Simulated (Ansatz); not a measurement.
Stepwise reaction of titanium tetrachloride with hydrogen sulfide, as a gas-phase model of exchange steps in deposition or etching. ΔE in kJ/mol.

Calculated with Ansatz (gas phase, PBE0-D4/def2-TZVP geometries, no zero-point term in ΔE). CBS: MP2 limit from def2 TZ/QZ plus the TZ coupled-cluster correction, frozen cores. This one scheme is used for every species. DFT in def2-TZVPP. B3LYP here is the variant with VWN-RPA as its local correlation; programs differ in this. For Ti outer-core shells are correlated without core-valence functions, which leaves a few kJ/mol of doubt a bond. Scalar relativity is left out up to krypton. Each species was taken in one conformer, which may not be the lowest.

```
step                                                             reaction  PBE-D4  B3LYP-D4  ωB97M-V  CCSD(T)/CBS
   1  `[Cl][Ti]([Cl])([Cl])[Cl]` + H₂S → `[SH][Ti]([Cl])([Cl])[Cl]` + HCl    50.6      54.4     55.2         51.2
   2  `[SH][Ti]([Cl])([Cl])[Cl]` + H₂S → `[SH][Ti]([SH])([Cl])[Cl]` + HCl    48.8      53.6     54.5         50.1
   3  `[SH][Ti]([SH])([Cl])[Cl]` + H₂S → `[SH][Ti]([SH])([SH])[Cl]` + HCl    50.0      55.3     56.2         51.9
   4  `[SH][Ti]([SH])([SH])[Cl]` + H₂S → `[SH][Ti]([SH])([SH])[SH]` + HCl    56.8      61.8     62.7         58.5
```

(1) By hand: ΔE of the 4 steps together at CCSD(T)/CBS.

Results:

(1) (51.2) + (50.1) + (51.9) + (58.5) = 211.7 kJ/mol, or 52.9 kJ/mol a step.

In ΔE step 2 is the lowest and step 4 the highest. All are uphill at CCSD(T)/CBS. PBE-D4 differs from CCSD(T)/CBS by -1.9 to -0.6 kJ/mol a step. Isolated molecules leave out the surface, adducts and barriers. Largest T1 diagnostic: 0.029.
